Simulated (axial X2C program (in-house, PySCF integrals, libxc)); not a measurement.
**Worked dissociation energy of NbC: PW91, scalar-relativistic**

All values were computed with an axial X2C code built on PySCF integrals. Spin-free means the one-electron spin-free X2C Hamiltonian. Basis: Nb dyall-cv3z [11s12p9d5f3g], C dyall-v3z [7s6p2d1f] (cores contracted in-house); Gaussian nuclei, density fitting, unrestricted open shells. Masses: Nb 92.906 u, C 12.000 u.

Molecular state: M_S = 1/2, Λ = 2 (beyond evenly filled blocks: δ+α).

```
E(Nb) (2M_S = 5, M_L = 0) : -3819.694616 hartree
E(C) (2M_S = 2, M_L = 0)  : -37.847273 hartree
E(NbC) at Re              : -3857.749038 hartree
ωe                        : 994.9 cm⁻¹
ωexe                      : 4.45 cm⁻¹
```

(1) Work out De and D0.

Occupations by symmetry block were frozen at the best pattern of an incomplete PBE0 search. Dissociation energies refer to the lowest single-determinant-based atoms at the same level and basis. Other states lie close and PBE0, whose exact exchange favours high spin, may order them wrongly; the determinant shown need not be the ground state. The nearest other spin-free determinant of the search, M_S = 1/2, Λ = 0, lies 0.14 eV up at the distance of the search. Without a current term, density functionals place determinants with orbital angular momentum somewhat too high. At some level and bond length an empty orbital lies below a filled one. The determinant is spin-polarised beyond a pure state at some levels (its spin-free form has ⟨S²⟩ too high), which makes Re and μ there less reliable. The stretched end of a curve changes character and is left out.

Each atomic determinant is the lowest at this level and need not be a pure term. Totals compare only within one Hamiltonian and basis.

## Answers

(1) De = -3819.694616 + (-37.847273) − (-3857.749038) = 0.20715 hartree = 5.637 eV. The zero-point energy is ωe/2 − ωexe/4 = 496 cm⁻¹ = 0.062 eV, so D0 = 5.575 eV.
